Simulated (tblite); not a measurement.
C6H12ClFO.
SMILES with atom numbers: `[CH3:1][O:2][C@@:3]([CH3:4])([CH2:5][Cl:6])[C@@H:7]([CH3:8])[F:9]` (hydrogens: H10, H11, H12 on C1; H13, H14, H15 on C4; H16, H17 on C5; H18 on C7; H19, H20, H21 on C8)

The geometry is computed with GFN2-xTB (gas phase).

Problem. What internal coordinates does the optimisation give?

Solution. 
| bond | length (Å) | order |
| --- | --- | --- |
| C1–O2 | 1.415 | single |
| O2–C3 | 1.422 | single |
| C3–C4 | 1.531 | single |
| C3–C5 | 1.538 | single |
| C5–Cl6 | 1.769 | single |
| C3–C7 | 1.552 | single |
| C7–C8 | 1.520 | single |
| C7–F9 | 1.387 | single |
| C1–H10, C1–H11, C1–H12 | 1.091 | single |
| C4–H13, C4–H14, C4–H15 | 1.087 | single |
| C5–H16 | 1.089 | single |
| C5–H17 | 1.090 | single |
| C7–H18 | 1.096 | single |
| C8–H19, C8–H20, C8–H21 | 1.087 | single |

Bonds in one row agree within 0.01 Å and their mean is given. Orders are formal, as drawn. A selection of angles:
| angle | degrees |
| --- | --- |
| C1–O2–C3 | 117.7 |
| O2–C3–C4 | 113.3 |
| O2–C3–C5 | 101.4 |
| O2–C3–C7 | 112.1 |
| C4–C3–C5 | 110.0 |
| C4–C3–C7 | 109.8 |
| C5–C3–C7 | 109.8 |
| C3–C5–Cl6 | 113.1 |
| C3–C7–C8 | 113.7 |
| C3–C7–F9 | 109.2 |
| C8–C7–F9 | 108.7 |

Torsions: C1–O2–C3–C4 51° (synclinal); O2–C3–C5–Cl6 174° (antiperiplanar); O2–C3–C7–C8 -47° (synclinal).

O2 (ether oxygen) is bent (angle 117.7°). The 4 C–C bonds span 1.520 Å (C7–C8, drawn single) to 1.552 Å (C3–C7, drawn single), a spread of 0.032 Å. Of the pairs four or more bonds apart, F9···H12 is among the closest relative to their van der Waals radii: 2.33 Å, 87 % of the sum of Bondi's values.

Point group: C1 (no symmetry element, even within 0.4 Å). Its GFN2-xTB frequencies are all real (lowest 61 cm⁻¹). One conformer, not necessarily the lowest. 3 starts were optimised and ended at 0.00, 0.13 and 0.17 kcal/mol (GFN2-xTB); the lowest of these is shown.
